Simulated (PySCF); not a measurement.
C2H3BF2O. Atoms are numbered in the order given.

```xyz
9

C     -0.8733    -1.7658     0.0000
C      0.2712    -0.7788     0.0000
O      1.4351    -1.1233     0.0000
B     -0.0724     0.8011     0.0000
F      0.8846     1.7009     0.0000
F     -1.3290     1.2153     0.0000
H     -1.5116    -1.6019    -0.8842
H     -1.5116    -1.6019     0.8842
H     -0.4844    -2.7933     0.0000
```
Charge 0, spin multiplicity 1.

The structure is a stationary point at ωB97X-D3(BJ)/def2-SVP. The structure was generated by enumeration, and PubChem lists no compound with its InChIKey, so it may never have been made. The values are those of a single conformer.

Level of theory: PBE0/pcSseg-1 (PySCF).

GIAO shieldings, no solvent; atoms listed in one row are averaged. δ = σ(ref) − σ: ¹³C against TMS (σ = 186.3 ppm); ¹⁷O against H2O (σ = 334.2 ppm); ¹¹B against BF3 (σ = 88.8 ppm); ¹⁹F against CFCl3 (σ = 167.2 ppm); ¹H against TMS (σ = 31.56 ppm), references at their B3LYP-D3(BJ)/def2-TZVP geometries, non-relativistic.

```tsv
nucleus	atoms	count	δ (ppm)
¹³C	C2	1	228.1
¹³C	C1	1	41.4
¹⁷O	O3	1	909.1
¹¹B	B4	1	-1.9
¹⁹F	F5	1	-91.0
¹⁹F	F6	1	-93.7
¹H	H7, H8, H9	3	2.81
```
